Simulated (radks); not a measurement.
Values are calculated unless marked as measured or tabulated.
Question: All-electron atom: Zr13+ in [Ar] 3d9. Level of theory: Dirac Kohn-Sham, BLYP, spin-unpolarised, spherical densities, finite nucleus; open shells fill j = l - 1/2 first; Fermi nuclear charge, rms radius 4.2694 fm (a radial shooting solver on a logarithmic mesh with Libxc functionals).

Spin-orbit splittings of the eigenvalues, e(l+1/2) - e(l-1/2), with zeta = 2 splitting/(2l+1) and mean radii in bohr:

| shell | occ. | splitting (eV) | zeta (eV) | <r> j=l-1/2 | <r> j=l+1/2 |
|---|---|---|---|---|---|
| 2p | 6 | 86.14 | 57.42 | 0.1385 | 0.1428 |
| 3p | 6 | 14.41 | 9.604 | 0.4441 | 0.4537 |
| 3d | 9 | ? | ? | 0.4291 | 0.4321 |
| 4p | 0 | 3.348 | 2.232 | 1.052 | 1.067 |

Estimate the 3d splitting.

Answer: 2.732 eV (zeta = 1.093 eV).
